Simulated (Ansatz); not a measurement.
`FCSC[SiH3]` + `OBF` → `FBOC[SiH3]` + `FCS`  (substitution at a C–S bond)

Calculated with Ansatz (gas phase, PBE0-D4/def2-TZVP geometries, no zero-point term in ΔE). CCSD(T)/CBS adds triple-zeta CCSD(T) − MP2 to the extrapolated MP2 energy (def2 sets, frozen cores). This one scheme is used for every species. Functionals use def2-TZVPP. One conformer a species, not always the lowest.

| species | ωB97M-V energy (Eh) |
| --- | --- |
| `FCSC[SiH3]` | -867.91599 |
| `OBF` | -201.25849 |
| `FBOC[SiH3]` | -531.21411 |
| `FCS` | -537.93668 |

Work out ΔE.

ΔE = (-531.21411) + (-537.93668) − (-867.91599) − (-201.25849) = 0.02369 Eh = +14.9 kcal/mol. CCSD(T)/CBS gives +15.7 kcal/mol.

Largest T1 diagnostic among the species: 0.013.

The D4 term adds +1.4 kcal/mol with B3LYP and +0.8 kcal/mol with PBE0; it sums over pairs of atoms, weighted by their polarisabilities, and B3LYP, whose exchange is more repulsive, gets the larger term. In def2-TZVPP, CCSD(T) changes the Hartree–Fock value by +3.3 kcal/mol (the triples alone add +0.6 kcal/mol) and MP2 by +5.7 kcal/mol.

B3LYP here is the variant with VWN-RPA as its local correlation; programs differ in this.
